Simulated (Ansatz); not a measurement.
Method: PBE0-D4/def2-TZVP (Ansatz, a quantum-chemistry and plane-wave program). No frequencies were computed at this level.

Ansatz 0.2 input:
```yaml
crystal:
  periodic: [false, false, false]
  atoms:
    - { symbol: C, position_ang: [2.076086, 0.344211, 0.591197] }
    - { symbol: C, position_ang: [0.975268, -0.011138, 0.264879] }
    - { symbol: Si, position_ang: [-0.723719, -0.562244, -0.240345] }
    - { symbol: O, position_ang: [-1.781645, 0.672011, -0.165568] }
    - { symbol: H, position_ang: [3.039934, 0.654303, 0.879084] }
    - { symbol: H, position_ang: [-0.615436, -1.073421, -1.610783] }
    - { symbol: H, position_ang: [-1.28401, -1.495873, 0.725305] }
    - { symbol: H, position_ang: [-1.640061, 1.4959, -0.622087] }
basis:
  gaussian: { orbitals: def2-tzvp }
hamiltonian:
  xc: pbe0
  dispersion: d4
relax:
  max_steps: 150
```

Output:

```
Functional definition: PBE0
955 factors; their error is unknown
mean field evaluation 1: about -12049.0080 eV, gradient 6.4e1 eV
mean field evaluation 2: about -12042.5086 eV, gradient 8.7e1 eV
mean field evaluation 4: about -12056.7903 eV, gradient 3.7e0 eV
mean field evaluation 8: about -12056.8222 eV, gradient 1.1e-1 eV
mean field evaluation 16: about -12056.8646 eV, gradient 1.1e-4 eV
mean field -12056.86461172 eV, -443.0816020443 hartree, gradient 1.5e-5 eV, S^2 0.000000; 0 other end points of the search recorded, 0 dependent functions left out
reference -12056.86464133 eV, -443.0816031326 hartree; 19, 19 occupied and 135, 135 virtual orbitals, 955 factors
relax step   1: F+E_penalty+E_count = -12056.98091093 eV  Δ(F+E_penalty+E_count) = +0.000e0 eV  max|allowed force component| = 9.104e-1 eV/Å  Δτ_max = 0.0000 Å  (28 SCF iters, accepted)
these checks for a lower state are left out or cut short: starts, cluster_reference, orbital_swaps, neighbouring_geometries, increment
955 factors; their error is unknown
mean field -12056.90565572 eV, -443.0831103836 hartree, gradient 2.2e-5 eV, S^2 0.000000; 0 other end points of the search recorded, 0 dependent functions left out
reference -12056.90568527 eV, -443.0831114694 hartree; 19, 19 occupied and 135, 135 virtual orbitals, 955 factors
relax step   2: F+E_penalty+E_count = -12057.02201849 eV  Δ(F+E_penalty+E_count) = -4.111e-2 eV  max|allowed force component| = 3.429e-1 eV/Å  Δτ_max = 0.0555 Å  (32 SCF iters, accepted)
these checks for a lower state are left out or cut short: starts, cluster_reference, orbital_swaps, neighbouring_geometries, increment
955 factors; their error is unknown
mean field evaluation 32: about -12056.9104 eV, gradient 2.5e-5 eV
mean field -12056.91038566 eV, -443.0832842056 hartree, gradient 2.5e-5 eV, S^2 0.000000; 0 other end points of the search recorded, 0 dependent functions left out
reference -12056.91041517 eV, -443.0832852900 hartree; 19, 19 occupied and 135, 135 virtual orbitals, 955 factors
relax step   3: F+E_penalty+E_count = -12057.02700617 eV  Δ(F+E_penalty+E_count) = -4.988e-3 eV  max|allowed force component| = 1.707e-1 eV/Å  Δτ_max = 0.0212 Å  (32 SCF iters, accepted)
these checks for a lower state are left out or cut short: starts, cluster_reference, orbital_swaps, neighbouring_geometries, increment
955 factors; their error is unknown
mean field -12056.91104100 eV, -443.0833082888 hartree, gradient 2.5e-5 eV, S^2 0.000000; 0 other end points of the search recorded, 0 dependent functions left out
reference -12056.91107047 eV, -443.0833093718 hartree; 19, 19 occupied and 135, 135 virtual orbitals, 955 factors
relax step   4: F+E_penalty+E_count = -12057.02753965 eV  Δ(F+E_penalty+E_count) = -5.335e-4 eV  max|allowed force component| = 2.636e-1 eV/Å  Δτ_max = 0.0203 Å  (31 SCF iters, accepted)
these checks for a lower state are left out or cut short: starts, cluster_reference, orbital_swaps, neighbouring_geometries, increment
955 factors; their error is unknown
mean field -12056.91313787 eV, -443.0833853475 hartree, gradient 2.5e-5 eV, S^2 0.000000; 0 other end points of the search recorded, 0 dependent functions left out
reference -12056.91316735 eV, -443.0833864309 hartree; 19, 19 occupied and 135, 135 virtual orbitals, 955 factors
relax step   5: F+E_penalty+E_count = -12057.02976916 eV  Δ(F+E_penalty+E_count) = -2.230e-3 eV  max|allowed force component| = 6.691e-2 eV/Å  Δτ_max = 0.0195 Å  (31 SCF iters, accepted)
these checks for a lower state are left out or cut short: starts, cluster_reference, orbital_swaps, neighbouring_geometries, increment
955 factors; their error is unknown
mean field -12056.91356722 eV, -443.0834011258 hartree, gradient 2.5e-5 eV, S^2 0.000000; 0 other end points of the search recorded, 0 dependent functions left out
reference -12056.91359671 eV, -443.0834022095 hartree; 19, 19 occupied and 135, 135 virtual orbitals, 955 factors
relax step   6: F+E_penalty+E_count = -12057.03023772 eV  Δ(F+E_penalty+E_count) = -4.686e-4 eV  max|allowed force component| = 1.077e-2 eV/Å  Δτ_max = 0.0158 Å  (32 SCF iters, accepted)
these checks for a lower state are left out or cut short: starts, cluster_reference, orbital_swaps, neighbouring_geometries, increment
955 factors; their error is unknown
mean field -12056.91358410 eV, -443.0834017460 hartree, gradient 2.6e-5 eV, S^2 0.000000; 0 other end points of the search recorded, 0 dependent functions left out
reference -12056.91361359 eV, -443.0834028299 hartree; 19, 19 occupied and 135, 135 virtual orbitals, 955 factors
relax step   7: F+E_penalty+E_count = -12057.03026202 eV  Δ(F+E_penalty+E_count) = -2.430e-5 eV  max|allowed force component| = 1.425e-3 eV/Å  Δτ_max = 0.0070 Å  (32 SCF iters, accepted)
955 factors; their error is unknown
mean field evaluation 64: about -12056.9136 eV, gradient 1.1e-4 eV
mean field -12056.91358410 eV, -443.0834017460 hartree, gradient 2.6e-5 eV, S^2 0.000000; 1 other end points of the search recorded, 0 dependent functions left out
reference -12056.91361359 eV, -443.0834028299 hartree; 19, 19 occupied and 135, 135 virtual orbitals, 955 factors
Total energy: -12057.03029152 eV, -443.0876906645 hartree
Atom 0 at     2.051410     0.346981     0.587707 Å, force    -0.001338     0.000366    -0.000416 eV/Å
Atom 1 at     0.942199    -0.007760     0.271892 Å, force     0.000379     0.000188     0.000139 eV/Å
Atom 2 at    -0.734617    -0.537536    -0.228242 Å, force    -0.001139    -0.000356     0.000063 eV/Å
Atom 3 at    -1.800885     0.708653    -0.159776 Å, force     0.000239    -0.001425     0.000189 eV/Å
Atom 4 at     3.031389     0.657302     0.870859 Å, force     0.000575    -0.000010     0.000171 eV/Å
Atom 5 at    -0.622776    -1.096551    -1.599213 Å, force     0.000044    -0.000549     0.000228 eV/Å
Atom 6 at    -1.237438    -1.558427     0.714095 Å, force     0.000353     0.000557    -0.000590 eV/Å
Atom 7 at    -1.582866     1.511087    -0.635639 Å, force     0.000887     0.001228     0.000215 eV/Å
Dipole moment:     0.247364     0.202442    -0.131177 e Å
```

Cost: roughly 40 core-seconds.
